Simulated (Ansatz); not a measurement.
Total energies of B(THF)H3 (C4H11BO) from Ansatz at LC-ωPBE/def2-TZVP, gas phase (1 Eh = 27.2114 eV = 2625.5 kJ/mol). The reference geometry is relaxed at PBE-D4/def2-SVP.

```csv
state,geometry,energy (Eh)
charge 0 singlet,reference,-259.02564
charge 1 doublet,reference,-258.65642
free B atom (doublet),–,-24.62754
free O atom (triplet),–,-75.04943
free C atom (triplet),–,-37.82224
free H atom (doublet),–,-0.50601
```

LC-ωPBE has ω = 0.4 bohr⁻¹.

**Question.** Work out the vertical ionisation energy to the doublet.

**Answer.** E(charge 1 doublet) − E(charge 0 singlet) = -258.65642 − (-259.02564) = 0.36922 Eh = 10.05 eV. For comparison, −ε of the highest occupied level is 10.32 eV at this level, 0.27 eV more.

**Question.** What is the binding energy per atom against free atoms?

**Answer.** Atoms: 1 × (-24.62754) + 1 × (-75.04943) + 4 × (-37.82224) + 11 × (-0.50601) = -256.53204 Eh. Binding: -256.53204 − (-259.02564) = 2.49360 Eh = 67.85 eV, or 3.99 eV for each of 17 atoms (no zero-point energy, no counterpoise term).
